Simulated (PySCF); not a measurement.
SMILES CC/C=C\[Si](Cl)(Cl)Cl (GFN2-xTB optimised geometry):

```
15

C      2.949     0.761     1.368
C      2.251     0.629     0.013
C      1.369    -0.572     0.000
C      0.039    -0.572     0.000
Si    -1.099     0.928     0.000
Cl    -0.776     2.115     1.611
Cl    -3.008     0.253     0.075
Cl    -0.883     2.054    -1.674
H      3.618     1.617     1.365
H      3.530    -0.132     1.590
H      2.212     0.899     2.155
H      1.675     1.532    -0.189
H      3.008     0.522    -0.769
H      1.897    -1.518     0.025
H     -0.462    -1.532     0.012
```

Method: PBE0/def2-TZVP run with PySCF.

Q: What are the frontier orbital energies and the dipole moment?

A: HOMO-2 -9.12 eV, HOMO-1 -8.91 eV, HOMO -7.99 eV, LUMO -0.99 eV, LUMO+1 0.40 eV; dipole moment 2.44 D.

On the same geometry PBE/def2-TZVP in PySCF gives HOMO-2 -7.70 eV, HOMO-1 -7.57 eV, HOMO -6.84 eV, LUMO -1.91 eV, LUMO+1 -0.64 eV; dipole moment 2.35 D.

Meta-Löwdin charges at PBE0/def2-TZVP: C1 -0.34, C2 -0.20, C3 -0.04, C4 -0.41, Si5 0.95, Cl6 -0.27, Cl7 -0.27, Cl8 -0.27, H9 0.12, H10 0.11, H11 0.12, H12 0.11, H13 0.12, H14 0.12, H15 0.14.
